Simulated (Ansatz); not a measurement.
CH4F2N2Si, SMILES `N[SiH](F)/N=C/F`, relaxed with RKS PBE-D4/def2-SVP in Ansatz from a rough embedded geometry. The force threshold is 0.03 eV/Å; the program also tests the step.

The species carries charge 0 and has multiplicity 1.

Start:

```xyz
10

N     1.385   -0.622   -1.327
Si    0.698    0.461   -0.211
F     1.357    0.168    1.179
N    -0.888   -0.013   -0.109
C    -1.484    0.095    0.988
F    -2.778   -0.296    1.114
H     0.656   -0.630   -2.074
H     1.271   -1.503   -0.887
H     0.804    1.847   -0.609
H    -1.022    0.493    1.936
```

```tsv
step	energy (eV)	largest force (eV/Å)	largest move (Å)
1	-17371.7124	2.283	0.000
2	-17372.2070	1.274	0.143
3	-17372.2866	1.558	0.197
4	-17372.4194	0.835	0.200
5 (rejected)	-17372.4113	0.755	0.200
6	-17372.4510	0.204	0.098
7	-17372.4602	0.089	0.100
8	-17372.4631	0.079	0.095
9 (rejected)	-17372.4265	1.048	0.195
10	-17372.4668	0.102	0.083
11	-17372.4705	0.077	0.100
12 (rejected)	-17372.4637	0.678	0.122
13	-17372.4727	0.061	0.061
14	-17372.4733	0.220	0.073
15	-17372.4784	0.085	0.113
16	-17372.4859	0.121	0.169
17	-17372.4962	0.088	0.200
18	-17372.5005	0.060	0.100
19	-17372.5024	0.060	0.048
20 (rejected)	-17372.4974	0.279	0.072
21 (rejected)	-17372.5021	0.219	0.035
22	-17372.5029	0.018	0.017
23 (rejected)	-17372.5015	0.161	0.046
24	-17372.5032	0.012	0.023
```

End:

```xyz
10

N     1.092   -0.719   -1.415
Si    0.569    0.509   -0.341
F     1.399    0.549    1.089
N    -1.110    0.190    0.030
C    -1.567    0.053    1.190
F    -2.874   -0.177    1.408
H     2.006   -0.676   -1.868
H     0.764   -1.680   -1.306
H     0.750    1.856   -0.953
H    -1.030    0.095    2.166
```

It took 17 s on 4 threads of an Intel Xeon 6975P-C on a shared host, with 0.17 GiB of host memory at the peak.
